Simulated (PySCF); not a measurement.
**Continuum solvent and chemical shifts**

Cartesian coordinates in Å; atom numbers follow the order of the lines, from 1:
```xyz
15

C     0.433   -0.752    0.975
C    -0.777   -1.047    0.083
C    -1.323    0.280   -0.467
Si    0.248    1.305   -0.777
C     1.404    0.159    0.207
H     0.919   -1.682    1.314
H     0.085   -0.233    1.887
H    -1.548   -1.617    0.628
H    -0.454   -1.689   -0.756
H    -1.936    0.789    0.296
H    -1.961    0.146   -1.353
H     0.162    2.693   -0.224
H     0.623    1.411   -2.223
H     2.008   -0.433   -0.501
H     2.110    0.685    0.868
```

GIAO PBE0/pcSseg-1 in PySCF on one PBE0-D3(BJ)/def2-SVP conformer, non-relativistic, equivalent nuclei averaged. Solvents enter as an IEF-PCM continuum (chloroform with ε = 4.7, water with ε = 78.4) around the gas-phase geometry. Shifts are referred to TMS computed in the same medium.

Gas phase, δ in ppm: C1/C2 30.6, C3/C5 8.7, Si4 -26.5, H12/H13 4.12, H6/H7/H8/H9 1.52, H10/H11/H14/H15 0.77. Dipole moment 0.65 D.

Question: How does each δ change in the continuum?

Answer: 
| atoms | environment | Δδ, chloroform | Δδ, water |
| --- | --- | --- | --- |
| C1/C2 | sp3 CH2 in a ring | +0.4 | +0.6 |
| C3/C5 | sp3 CH2 bonded to Si | +0.5 | +0.7 |
| Si4 | silicon bonded to 2 C, 2 H, in a 5-membered ring | +0.3 | +0.5 |
| H12/H13 | hydrogen on a silicon bonded to 2 C, in a 5-membered ring | -0.10 | -0.15 |
| H6/H7/H8/H9 | hydrogen on an sp3 CH2 in a ring | +0.01 | +0.02 |
| H10/H11/H14/H15 | hydrogen on an sp3 CH2 bonded to Si | +0.03 | +0.05 |

Changes are relative to the gas phase. The dipole moment becomes 0.79 D in chloroform, 0.85 D in water.

Question: Which nuclei move most (in ppm), and what does the model miss?

Answer: C3/C5 (sp3 CH2 bonded to Si, +0.7 ppm) in water. A continuum only polarises the solute; specific hydrogen bonds, the anisotropy of aromatic solvents and changes of geometry or conformer are outside it.
